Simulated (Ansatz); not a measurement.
Reaction (redistribution): `[TeH]B1CS1` + `[CH3][GaH][CH]=O` → `[CH3][GaH][B]1CS1` + `O=C[TeH]`

Calculated with Ansatz (gas phase, PBE0-D4/def2-TZVP geometries, no zero-point term in ΔE). CBS: MP2 limit from def2 TZ/QZ plus the TZ coupled-cluster correction, frozen cores. Functionals use def2-TZVPP. def2 core potentials past Kr. For Ga, Te outer-core shells are correlated without core-valence functions, which leaves a few kJ/mol of doubt a bond. Scalar relativity is left out up to krypton. Each species was taken in one conformer, which may not be the lowest.

CCSD(T)/CBS gives +29.3 kJ/mol.

Question: Another level gave +13.5 kJ/mol. Which?
A. PBE0-D4/def2-TZVPP
B. MP2/def2-TZVPP
C. BLYP/def2-TZVPP
D. ωB97X-V/def2-TZVPP

Answer: C. BLYP 13.5, PBE0-D4 23.1, ωB97X-V 30.2, MP2/def2-TZVPP 34.2 kJ/mol.

Question: What do rigid-rotor, harmonic-oscillator terms from PBE0-D4/def2-TZVP frequencies (298.15 K, 1 bar) make of the CCSD(T)/CBS value? (Estimate.)

Answer: The calculation gave: ΔZPE = +1.0 kJ/mol, ΔH = +30.2 kJ/mol, ΔS = -1 J/(mol·K), ΔG = +30.4 kJ/mol. Modes under 50 cm⁻¹ make the entropy rough.

Largest T1 diagnostic among the species: 0.016.

In def2-TZVPP, CCSD(T) changes the Hartree–Fock value by −8.2 kJ/mol (the triples alone add −2.6 kJ/mol) and MP2 by −4.0 kJ/mol. Leaving LDA and LC-ωPBE aside and taking each functional with its dispersion term where it has one, the values, not all of them listed here, spread over 16.5 kJ/mol, from revPBE-D4 to BHLYP-D4.
